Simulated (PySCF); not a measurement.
**Radial density of Ga (gallium, neutral)**

UHF, [Ar] 3d10 4s2 4p1, 2P determinant. Computed with PySCF 2.14 in x2c-TZVPall (6s5p4d1f, 48 functions), with scalar relativity by spin-free X2C-1e.

| r (bohr) | 4πr²ρ (e/bohr) | 4πr²(ρα − ρβ) |
| --- | --- | --- |
| 0.000769 | 0.2375 | 0.0000 |
| 0.00129 | 0.5917 | 0.0000 |
| 0.00217 | 1.465 | 0.0000 |
| 0.00366 | 3.518 | -0.0001 |
| 0.00615 | 7.960 | -0.0001 |
| 0.0104 | 16.33 | -0.0003 |
| 0.0174 | 28.42 | -0.0003 |
| 0.0293 | 37.60 | 0.0006 |
| 0.0493 | 34.45 | 0.0041 |
| 0.0828 | 31.15 | 0.0106 |
| 0.139 | 43.26 | 0.0087 |
| 0.234 | 31.35 | -0.0093 |
| 0.394 | 22.23 | 0.0032 |
| 0.663 | 24.38 | -0.0026 |
| 1.12 | 7.539 | 0.0215 |
| 1.88 | 1.888 | 0.2408 |
| 3.16 | 0.7779 | 0.2993 |
| 5.31 | 0.1304 | 0.0954 |
| 8.93 | 0.0009757 | 0.0009 |

Densities and radii are taken from the X2C orbitals without a picture-change correction, which distorts them close to the nucleus.

Where is the radial spin density 4πr²(ρα − ρβ) most negative, and why is it negative at all?

Around r = 0.234 bohr, down to -0.0093 e/bohr: exchange with the open shell polarises the paired shells in an unrestricted calculation.
